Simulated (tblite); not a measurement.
C3H4ClGeO2 (charge -1).
Atom-mapped SMILES: `[O:1]=[C:2]([O-:3])[GeH2:4]/[CH:5]=[CH:6]\[Cl:7]` (hydrogens: H8, H9 on Ge4; H10 on C5; H11 on C6)
Bond orders are those of one Lewis drawing.

Computed with GFN2-xTB (tblite), gas phase: L-BFGS steps from a force-field or distance-geometry start until the largest atomic force falls under 0.01 eV/Å.

Step 26: E = -633.7289 eV
```
atom  x, y, z in Å  |  force x, y, z in eV/Å
O1     -1.6403    1.6854    1.2077    0.006  -0.012  -0.005
C2     -2.0910    0.5837    1.1496   -0.039   0.057   0.016
O3     -2.9450   -0.1180    1.5937    0.024  -0.028  -0.022
Ge4    -0.8228   -0.5489   -0.4358    0.002  -0.046  -0.042
C5      0.9476    0.3205   -0.7133   -0.021   0.008   0.006
C6      2.0460    0.0797   -0.0266   -0.009   0.081   0.022
Cl7     2.1149   -1.2280    1.1079   -0.018   0.007   0.001
H8     -1.2116   -0.5249   -1.9846    0.008  -0.008   0.079
H9     -0.3606   -2.0577   -0.4915   -0.020  -0.001  -0.041
H10     0.9934    1.1751   -1.3806    0.012  -0.019   0.016
H11     2.9749    0.6360   -0.0525    0.055  -0.039  -0.031
```

Step 27: E = -633.7298 eV
```
atom  x, y, z in Å  |  force x, y, z in eV/Å
O1     -1.6417    1.6859    1.2088    0.004  -0.026  -0.021
C2     -2.0936    0.5848    1.1499   -0.030   0.053   0.032
O3     -2.9466   -0.1174    1.5948    0.017  -0.025  -0.026
Ge4    -0.8248   -0.5522   -0.4361    0.024  -0.005  -0.010
C5      0.9466    0.3194   -0.7094   -0.042   0.017  -0.006
C6      2.0472    0.0795   -0.0263   -0.020   0.092  -0.001
Cl7     2.1149   -1.2220    1.1119   -0.011  -0.035   0.033
H8     -1.2069   -0.5217   -1.9829   -0.001  -0.008   0.055
H9     -0.3576   -2.0564   -0.4983   -0.018  -0.023  -0.036
H10     0.9890    1.1721   -1.3791    0.024  -0.016   0.009
H11     2.9789    0.6307   -0.0592    0.051  -0.025  -0.030
```

Step 28: E = -633.7306 eV
```
atom  x, y, z in Å  |  force x, y, z in eV/Å
O1     -1.6430    1.6867    1.2096   -0.002  -0.022  -0.023
C2     -2.0975    0.5872    1.1518   -0.010   0.023   0.027
O3     -2.9484   -0.1173    1.5958    0.003  -0.011  -0.018
Ge4    -0.8266   -0.5552   -0.4362    0.039   0.024   0.024
C5      0.9452    0.3184   -0.7058   -0.036   0.025  -0.011
C6      2.0482    0.0809   -0.0259   -0.025   0.071  -0.005
Cl7     2.1152   -1.2173    1.1159   -0.004  -0.047   0.043
H8     -1.2019   -0.5192   -1.9810   -0.010  -0.005   0.025
H9     -0.3551   -2.0560   -0.5062   -0.013  -0.040  -0.030
H10     0.9857    1.1687   -1.3780    0.027  -0.002  -0.005
H11     2.9837    0.6259   -0.0660    0.031  -0.015  -0.027
```

**Question.** Estimate the geometry and energy of step 29. (The exact step hangs on the optimiser's Hessian estimate; all steps are aligned on step 28, rigid shifts and turns removed.)

**Answer.** E = -633.7311 eV, largest force 0.063 eV/Å
```
atom  x, y, z in Å  |  force x, y, z in eV/Å
O1     -1.6437    1.6872    1.2096   -0.009  -0.007  -0.017
C2     -2.1002    0.5892    1.1538    0.006  -0.010   0.011
O3     -2.9496   -0.1177    1.5960   -0.010   0.002  -0.006
Ge4    -0.8271   -0.5568   -0.4357    0.037   0.027   0.043
C5      0.9439    0.3182   -0.7036   -0.011   0.027  -0.009
C6      2.0485    0.0831   -0.0256   -0.021   0.031   0.009
Cl7     2.1150   -1.2152    1.1190    0.001  -0.026   0.029
H8     -1.1991   -0.5180   -1.9794   -0.015  -0.001   0.007
H9     -0.3538   -2.0566   -0.5119   -0.009  -0.043  -0.026
H10     0.9842    1.1664   -1.3775    0.023   0.013  -0.020
H11     2.9873    0.6228   -0.0707    0.007  -0.014  -0.022
```

The energy changes by -0.0005 eV. The first-order estimate −F·Δx gives -0.0007 eV and the mean of the old and new forces, exact on a quadratic surface, -0.0005 eV. The step makes an angle of 68° with the force vector and moves no atom by more than 0.007 Å.

What follows is the cost of the whole relaxation. Time: 0.33 s. Hardware: an Arm Neoverse V2 with one thread, shared host.
